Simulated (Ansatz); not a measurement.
Consider the formal exchange of groups at a B–Cl bond: `[SiH3][SiH2]OBCl` + CH₄ → `CBO[SiH2][SiH3]` + HCl.

Gas-phase electronic energies from Ansatz, PBE0-D4/def2-TZVP geometries. CCSD(T)/CBS is the MP2 limit (def2-TZVPP, def2-QZVPP) plus CCSD(T) − MP2 in def2-TZVPP, frozen cores. This one scheme is used for every species. Each species was taken in one conformer, which may not be the lowest.

```json
{"level": "HF/def2-TZVPP", "ΔE (eV)": "1.07"}
{"level": "CCSD(T)/def2-TZVPP", "ΔE (eV)": "1.02"}
```

Q: What does CCSD(T)/CBS give? (Best estimate.)

A: The calculation gave: +1.01 eV. The listed levels differ from it by 0.06, 0.01 eV.

Largest T1 diagnostic among the species: 0.013.
